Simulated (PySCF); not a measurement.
Mapped SMILES: `[F:1][c:2]1[cH:3][c:4]([F:5])[cH:6][c:7]([F:8])[cH:9]1`. Each H is labelled by its parent atom.

Geometry: PBE0-D3(BJ)/def2-TZVP; GIAO absolute shieldings from PySCF 2.14.0 with density-fitted response routines, gas phase, non-relativistic, averaged over equivalent atoms.

At B97-2/pcSseg-2 (366 basis functions, 58 s wall time on 1 thread of an Arm Neoverse V2, shared host):
```
            atoms  σ (ppm)
         F1/F5/F8    284.2
         C2/C4/C7     10.8
         C3/C6/C9     81.1
H(C3)/H(C6)/H(C9)    24.93
```

**Question.** What do these become at KT3/pcSseg-2?

**Answer.** 
| atoms | σ at KT3/pcSseg-2 | change |
| --- | --- | --- |
| F1/F5/F8 | 269.8 | -14.4 |
| C2/C4/C7 | 16.9 | +6.1 |
| C3/C6/C9 | 86.7 | +5.6 |
| H(C3)/H(C6)/H(C9) | 25.12 | +0.19 |

The largest change is at F1/F5/F8 (aryl fluorine). Cost: 366 basis functions, 70 s wall time on 1 thread of an Arm Neoverse V2, shared host.
